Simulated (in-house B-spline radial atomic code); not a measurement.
**BHandHLYP excitations of Sc IV (Sc3+)**

Method: BHandHLYP. Computed with a B-spline radial code for spherical atoms: linear response of the closed shell [Ne] 3s2 3p6 with the functional's adiabatic kernel; non-relativistic, point nucleus, no spin-orbit coupling, no double excitations, S, P, D and F terms only. Only terms of natural parity with L up to 3 were computed.

Command:
```bash
python run_td.py task.json out
```
Settings (radii: box in bohr, nucleus in fm):
```
Z                        21
electrons                18
configuration            [Ne] 3s2 3p6
hamiltonian              nr
method                   bhandhlyp
box_radius               23.08
intervals                53
```

Cost of the run: 0.3 s on 1 thread of Intel(R) Xeon(R) 6975P-C (Granite Rapids), with other jobs on the host.

The lowest states, in the order of their Tamm-Dancoff energies; the method's threshold (minus the highest occupied level) is 69.57 eV. Labels give the largest channel, * marks a mixed state, and oscillator strengths are full-response dipole values. Semilocal kernels can invert the small singlet-triplet splittings of Rydberg terms. Energies in eV:

| state | full response | Tamm-Dancoff | oscillator strength |
| --- | --- | --- | --- |
| 3p → 3d 3P | 29.416 | 29.540 | - |
| 3p → 3d 3F | 29.928 | 30.22 | - |
| 3p → 3d 1F | 32.90 | 32.92 | - |
| 3p → 4s 3P | 40.28 | 40.30 | - |
| 3p → 4s 1P | ? | ? | ? |
| 3p → 3d 1P | 42.00 | 43.65 | 2.9 |
| 3p → 4p 3S | ? | ? | - |
| 3p → 4p 3D | 45.55 | 45.57 | - |
| 3p → 4p 1D | 46.03 | 46.04 | - |
| 3p → 4p 1S | 48.26 | 48.46 | - |
| 3p → 4d 3P | 53.28 | 53.29 | - |
| 3p → 4d 3F | 53.42 | 53.44 | - |
| 3p → 4d 1F | 53.71 | 53.71 | - |
| 3s → 3d 3D | 54.45 | 54.51 | - |
| 3p → 4d 1P | 54.79 | 55.13 | 0.141 |
| 3p → 5s 3P | 55.54 | 55.55 | - |

(1) Where does 3p → 4p 3S lie?

(2) Where does 3p → 4s 1P lie?

(3) How large is the singlet-triplet splitting of 3p → 3d (F terms) in Tamm-Dancoff?

(4) What polarisabilities and dispersion coefficient does the method give?

## Answers

(1) At 44.90 eV in full response, 44.93 eV in Tamm-Dancoff.

(2) At 40.84 eV in full response, 40.92 eV in Tamm-Dancoff, oscillator strength 1.7.

(3) 2.71 eV, from the unrounded values.

(4) Dipole 2.149 bohr³, quadrupole 3.573 bohr⁵, C6 5.68 hartree·bohr⁶ for two such species.
